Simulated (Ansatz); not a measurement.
Gas-phase electronic energies from Ansatz, PBE0-D4/def2-TZVP geometries. CCSD(T)/CBS adds triple-zeta CCSD(T) − MP2 to the extrapolated MP2 energy (def2 sets, frozen cores). This one scheme is used for every species. Functionals use def2-TZVPP. For Se outer-core shells are correlated without core-valence functions, which leaves a few kJ/mol of doubt a bond. Scalar relativity is left out up to krypton. One conformer a species, not always the lowest.

Consider the formal exchange of groups at the Si–N bond: `N[SiH2]N[SiH2]N` + `[AlH2][SeH]` → `N[SiH2][AlH][SeH]` + `N[SiH2]N`.

```tsv
level	ΔE (kJ/mol)
PBE0-D4	63.8
r2SCAN	71.6
```

Problem. What does CCSD(T)/CBS give? (Best estimate.)

Solution. Ansatz gave: +79.4 kJ/mol. The listed levels differ from it by -15.6, -7.8 kJ/mol.

Largest T1 diagnostic among the species: 0.011.

In def2-TZVPP, CCSD(T) changes the Hartree–Fock value by −13.3 kJ/mol (the triples alone add −1.8 kJ/mol) and MP2 by −5.6 kJ/mol. From PBE to PBE0 (25 % exact exchange), in def2-TZVPP and without D4, ΔE moves by +8.4 kJ/mol.

CCSD(T)/CBS has its own doubt, a few kJ/mol and more with outer-core shells, so smaller differences from it don't rank the levels.
